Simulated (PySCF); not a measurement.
## Vibration and rotation of SrSn

PBE0 constants of SrSn, ³Π (triplet), unpaired electrons σ ↑, π ↑, a second solution, started from another occupation (Sr def2-SVPD with ECP28, Sn def2-SVPD with ECP28; scalar-relativistic core potentials (PySCF 2.14); masses 87.9056 and 119.9022 u):

| Property | Result |
| --- | --- |
| ωe | 99.3 cm⁻¹ |
| ωexe | 0.397 cm⁻¹ |
| Be | 0.027329 cm⁻¹ |
| αe | 0.000121 cm⁻¹ |
| D (centrifugal) | 8.27e-09 cm⁻¹ |

Task: Give the vibrational terms G(v) and spacings up to v = 6.

Result: G(v) = ωe(v+½) − ωexe(v+½)².

```json
{"v": "0", "G(v) (cm⁻¹)": "49.6", "G(v) − G(v−1)": "", "Bv (cm⁻¹)": "0.02727"}
{"v": "1", "G(v) (cm⁻¹)": "148.1", "G(v) − G(v−1)": "98.5", "Bv (cm⁻¹)": "0.02715"}
{"v": "2", "G(v) (cm⁻¹)": "245.8", "G(v) − G(v−1)": "97.7", "Bv (cm⁻¹)": "0.02703"}
{"v": "3", "G(v) (cm⁻¹)": "342.7", "G(v) − G(v−1)": "96.9", "Bv (cm⁻¹)": "0.02691"}
{"v": "4", "G(v) (cm⁻¹)": "438.8", "G(v) − G(v−1)": "96.1", "Bv (cm⁻¹)": "0.02678"}
{"v": "5", "G(v) (cm⁻¹)": "534.1", "G(v) − G(v−1)": "95.3", "Bv (cm⁻¹)": "0.02666"}
{"v": "6", "G(v) (cm⁻¹)": "628.7", "G(v) − G(v−1)": "94.5", "Bv (cm⁻¹)": "0.02654"}
```

Spin–orbit coupling is left out, which matters for elements this heavy, above all for dissociation energies.
